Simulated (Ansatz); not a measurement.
A nudged elastic band was laid between two geometries of BFH3N + ClH (8 atoms, charge 0, multiplicity 1).

Computed with Ansatz, RHF/6-31G*.

| Quantity | Value |
| --- | --- |
| movable images | 5 |
| climbing image | yes |
| spring | 5.0 eV/Å² |
| optimiser | quadratic models (default) |
| start path | through a guess of the saddle point |
| force threshold | 0.03 eV/Å |
| iteration limit | 60 |
| end points | relaxed |

First end point:

```xyz
8
Properties=species:S:1:pos:R:3
B 0.690 -0.288 -0.015
H 0.793 -1.008 0.921
N 1.246 -0.583 -1.251
H 1.764 -1.415 -1.422
H 1.162 0.020 -2.040
F 0.006 0.855 0.132
Cl -1.039 3.091 2.461
H -0.681 2.252 1.580
```

Last end point:

```xyz
8
Properties=species:S:1:pos:R:3
B -0.113 0.726 -0.736
H 0.720 -0.521 3.004
N 1.048 0.173 -1.251
H 1.119 -0.800 -1.452
H 1.866 0.704 -1.446
F -1.169 -0.024 -0.495
Cl -0.226 2.464 -0.381
H 0.695 0.200 3.122
```

Q: Which bonds break or form, and what moves?

A: Bonds broken: B1–H2, Cl7–H8. Bonds formed: B1–Cl7, H2–H8. BFH3N + ClH becomes BClFH2N + H2.

Q: What energy profile does the band end with?

A: It converged. The highest image is number 3 of 0 to 6, 57.3 kcal/mol above the first end and 68.6 kcal/mol above the last; the last end lies 11.3 kcal/mol below the first. A structure lower than the last end lies on the path between it and the top, so the climb from that side starts below the end, which may itself be a saddle point or a shallow side well. Neighbouring images differ by up to 3.0 eV, so the band resolves the path poorly. A vibrational analysis at the climbing image gives one clearly imaginary mode, 1110i cm⁻¹: a first-order saddle point. The orbitals stay closed-shell, which can raise the energy where a bond breaks towards radicals; this wasn't checked here.

| image | path coordinate (Å) | energy (kcal/mol) | B1–H2 (Å) | Cl7–H8 (Å) | B1–Cl7 (Å) |
| --- | --- | --- | --- | --- | --- |
| 0 | 0.00 | 0.0 | 1.19 | 1.27 | 4.53 |
| 1 | 1.94 | 0.9 | 1.19 | 1.27 | 3.92 |
| 2 | 3.88 | 3.1 | 1.19 | 1.27 | 3.91 |
| 3 | 5.82 | 57.3 | 1.35 | 1.73 | 2.37 |
| 4 | 9.02 | -11.4 | 3.57 | 4.65 | 1.78 |
| 5 | 12.23 | -11.6 | 4.24 | 5.41 | 1.78 |
| 6 | 15.44 | -11.3 | 4.03 | 4.27 | 1.78 |

Q: What is the geometry of the highest image?

A: 
```xyz
8
Properties=species:S:1:pos:R:3
B 0.061 0.188 0.057
H 0.354 -0.169 1.322
N 1.094 -0.149 -0.808
H 2.047 0.040 -0.586
H 0.911 -0.138 -1.789
F -1.218 0.072 -0.167
Cl 0.314 2.375 0.940
H 0.376 0.705 1.396
```

The band took 38 iterations and of the order of 2.8 core-minutes.

The run took 2.8 min on 1 thread of Arm Neoverse V2 (shared host), peak memory 0.13 GiB.
